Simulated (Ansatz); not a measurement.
Reaction: SiHCl3 (SMILES Cl[SiH](Cl)Cl) → SiHCl2 (SMILES Cl[SiH]Cl, doublet) + Cl (doublet) (the Cl-Si bond breaks)
Each species at its own B3LYP-D3(BJ)/def2-TZVP minimum (Ansatz, a first-principles code).

Quantity: bond dissociation energy (electronic), in kJ/mol. Open shells are spin-unrestricted; no spin-orbit coupling. CBS(X,Y): correlation extrapolated as X^-3, Hartree-Fock from the larger set (Q,5: extrapolated as (X+1)exp(-9√X)). A bracket is a step between two methods taken in the basis named. The functionals are non-relativistic, so their misses hold any scalar relativity. Double hybrids freeze cores in their MP2 part. '+ core + X2C': CCSD(T) terms for core correlation (cc-pwCVTZ, 1s frozen past Ne) and scalar relativity (cc-pVTZ-DK).

CCSD(T)/CBS(cc-pV(Q+d)Z,cc-pV(5+d)Z) + [CCSDT(Q) - CCSD(T)]/cc-pV(D+d)Z + core + X2C (Ansatz) gives 477.0 kJ/mol.

**Question.** How far off this value is PBE/def2-TZVPD (Ansatz), in which direction, and which of these levels come nearer: B3LYP/def2-TZVPD, PBE0/def2-TZVPD, wB97M-V/def2-TZVPD, B2PLYP/def2-TZVPD, CCSD(T)/CBS(cc-pV(Q+d)Z,cc-pV(5+d)Z) + core + X2C?

**Answer.** PBE gives 451.3 kJ/mol, 25.7 kJ/mol below it. Differences of the others: B3LYP/def2-TZVPD (Ansatz) -42.1; PBE0/def2-TZVPD (Ansatz) -23.8; wB97M-V/def2-TZVPD (Ansatz) -1.1; B2PLYP/def2-TZVPD (Ansatz) -26.0; CCSD(T)/CBS(cc-pV(Q+d)Z,cc-pV(5+d)Z) + core + X2C (Ansatz) 0.2 kJ/mol. Nearer than PBE: PBE0/def2-TZVPD, wB97M-V/def2-TZVPD, CCSD(T)/CBS(cc-pV(Q+d)Z,cc-pV(5+d)Z) + core + X2C.
